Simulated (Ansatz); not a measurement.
Basis-set extrapolation for CH4AlFOSi, SMILES `[F][Al]1[CH2]O[SiH2]1` (PBE0-D4/def2-TZVP geometry, frozen core, Ansatz 0.2.0). Multiplicity 1, RHF reference.

```tsv
	def2-TZVPP	def2-QZVPP
HF	-745.530498	-745.556872
MP2 correlation	-0.843765	-0.913197
CCSD(T) correlation	-0.906772	not run
```

Energies in hartree. Use E(X) = E(∞) + A·exp(−7.88·√X) for Hartree–Fock and E(X) = E(∞) + B·X^(−2.97) for correlation, with X = 3 and 4, and add CCSD(T) minus MP2 of the smaller set to the MP2 limit.

What is the CCSD(T) energy at the basis-set limit?

HF limit: -745.556872 + (-0.026374) × 0.13774 = -745.56050. MP2 limit: -0.913197 + (-0.069432) × 0.74074 = -0.96463. Higher-order term: -0.906772 − (-0.843765) = -0.06301. Total: -746.58814 hartree, 396.1 kJ/mol below CCSD(T)/def2-TZVPP.
